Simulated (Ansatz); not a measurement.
`S=C[SiH2][SnH3]` + `CO[SiH3]` → `CO[SiH2][SnH3]` + `[SiH3]C=S`  (formal exchange of groups at the Sn–Si bond)

Computed with Ansatz on PBE0-D4/def2-TZVP structures; ΔE is electronic, products minus reactants. CCSD(T)/CBS is the MP2 limit (def2-TZVPP, def2-QZVPP) plus CCSD(T) − MP2 in def2-TZVPP, frozen cores. Functionals use def2-TZVPP. Elements past krypton have def2 core potentials. For Sn outer-core shells are correlated without core-valence functions, which leaves a few kJ/mol of doubt a bond. Each species was taken in one conformer, which may not be the lowest.

```tsv
level	ΔE (kcal/mol)
ωB97M-V	2.3
B2PLYP	2.9
r2SCAN	3.1
PBE0	2.8
HF/def2-TZVPP	2.5
SCS-MP2/def2-TZVPP	3.1
CCSD(T)/def2-TZVPP	2.7
HF/def2-QZVPP	2.5
```

Question: What does CCSD(T)/CBS give? (Estimate.)

Answer: The calculation gave: +2.7 kcal/mol. The listed levels differ from it by -0.4, 0.2, 0.4, 0.1, -0.2, 0.4, 0.0, -0.2 kcal/mol.

Largest T1 diagnostic among the species: 0.015.
